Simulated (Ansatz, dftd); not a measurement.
Reaction: H4BPO (SMILES OBP) → H3BPO (SMILES [PH]BO, doublet) + H (doublet) (the H-P bond breaks)
Each species at its own B3LYP-D3(BJ)/def2-TZVP minimum (Ansatz, an electronic-structure program), one conformer.

Quantity: bond dissociation energy (electronic), in kcal/mol. Radicals and triplets start from unrestricted determinants; spin-orbit coupling is neglected. Correlated methods leave the cores frozen. Rows without X2C or -DK are non-relativistic. CBS(X,Y): correlation extrapolated as X^-3, Hartree-Fock from the larger set. A bracket is a step between two methods taken in the basis named. Functionals run without relativity, which enters their misses. '+ core + X2C': CCSD(T) terms for core correlation (cc-pwCVTZ, 1s frozen past Ne) and scalar relativity (cc-pVTZ-DK). Where a partner has so few electrons that a lower coupled-cluster level is exact, that level stands in.

Compared with CCSD(T)/CBS(cc-pV(T+d)Z,cc-pV(Q+d)Z) + [CCSDT(Q) - CCSD(T)]/cc-pV(D+d)Z + core + X2C (Ansatz): 88.0 kcal/mol.

Rank these levels by how close they come to it, closest first: r2SCANh-D4/def2-TZVPD (Ansatz + dftd4); MP2/CBS(cc-pV(T+d)Z,cc-pV(Q+d)Z) (Ansatz); CAM-B3LYP/def2-TZVPD (Ansatz); B3LYP/def2-TZVPD (Ansatz); PBE-D3(BJ)/def2-TZVPD (Ansatz + dftd3).

MP2/CBS(cc-pV(T+d)Z,cc-pV(Q+d)Z) (87.1 kcal/mol, difference -0.9), CAM-B3LYP/def2-TZVPD (86.3 kcal/mol, difference -1.7), B3LYP/def2-TZVPD (85.9 kcal/mol, difference -2.1), PBE-D3(BJ)/def2-TZVPD (84.9 kcal/mol, difference -3.1), r2SCANh-D4/def2-TZVPD (84.6 kcal/mol, difference -3.4)
